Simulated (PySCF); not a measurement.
Ta: ionisation energy

Ta [Xe] 4f14 5d3 6s2 (4F) → Ta⁺ [Xe] 4f14 5d3 6s1 (5F), as a difference of total energies. Computed with PySCF 2.14 in x2c-TZVPPall (11s7p7d3f1g, 97 functions), with scalar relativity by spin-free X2C-1e. Correlated levels: valence: [Xe] 4f14 frozen. The calculations carry no spin-orbit coupling.

```csv
method,ionisation energy (eV)
UHF,5.772
MP2 (valence),6.929
SCS-MP2 (valence),7.156
CCSD (valence),7.159
CCSD(T) (valence),7.272
```

**Question.** How much does correlation contribute at CCSD(T) (valence)?

**Answer.** 7.272 − (5.772) = 1.500 eV, measured against UHF.

A first-order spin-orbit estimate (lowest level to lowest level, LS coupling) adds -0.019 eV.

Errors of the correlated levels include the incompleteness of this basis and the frozen core.

For comparison: 7.550 eV (measured; NIST Atomic Spectra Database, ionization energies).
